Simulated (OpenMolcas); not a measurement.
# Os6+: moving or changing the point charges

Os6+ among 6 point charges of -1.7 e arranged as a tetragonal octahedron (D4h), 2.05 Å from the ion, with the axial distance 1.865 Å.
```
   2.0500    0.0000    0.0000  -1.70
   0.0000    2.0500    0.0000  -1.70
  -2.0500    0.0000    0.0000  -1.70
   0.0000   -2.0500    0.0000  -1.70
   0.0000    0.0000    1.8655  -1.70
   0.0000    0.0000   -1.8655  -1.70
```

```yaml
Program: OpenMolcas 26.06
Method: "SS-CASPT2, IPEA 0.25 Eh, imaginary shift 0.1 Eh (closed shells correlated: 5s 5p)"
Basis: ANO-RCC-VTZP [8s7p5d3f2g1h]
Scalar_Hamiltonian: DKH2, point nucleus
Active_space: 2 electrons in 5 orbitals (5d)
State_averaging: 2S+1 = 3 even, 10 roots; 2S+1 = 1 even, 15 roots
Spin-orbit_coupling: RASSI with atomic mean-field integrals over the reference wave functions
```

Runs around this geometry, states (labels of D4, the rotations of D4h). Energies in cm-1 above the lowest state or level, χT in cm3 K/mol.

```
R (Å)  q (e)  Axial / equatorial distance  Ground state  First state of that spin  First gap with spin-orbit (degeneracies)  χT at 300 K  First state of another spin
 2.05   -1.7                         0.84            3E                  3A2 2720                                550 (1, 1)        0.084                     1A1 9170
 2.05   -1.1                         0.91            3E                   3A2 950                                330 (1, 1)        0.127                     1E 10740
  1.9   -1.7                         0.91            3E                  3A2 2310                                760 (1, 1)        0.061                    1A1 10550
 2.05   -1.7                         0.91            3E                  3A2 1710                                590 (1, 1)        0.085                    1A1 10920
 2.14   -1.7                         0.91            3E                  3A2 1460                                530 (1, 1)        0.101                     1E 10970
```

Taking the first state of the same spin as R^-n, n = -ln(1460 / 2310) / ln(2.14 / 1.9) = 3.9 between the shortest and longest distance.

Scaling the charges by -1.1 / -1.7 = 0.65 scales the first state of the same spin by 950 / 1710 = 0.56; with fixed orbitals a first-order splitting would follow the charge.

An orbital doublet at a regular site is open to a Jahn-Teller distortion, which this geometry leaves out. Free-ion shares, where given, are those of the reference states; single-state CASPT2 does not remix them. This is an electrostatic model: the charges have no orbitals. No measured value stands beside these numbers.
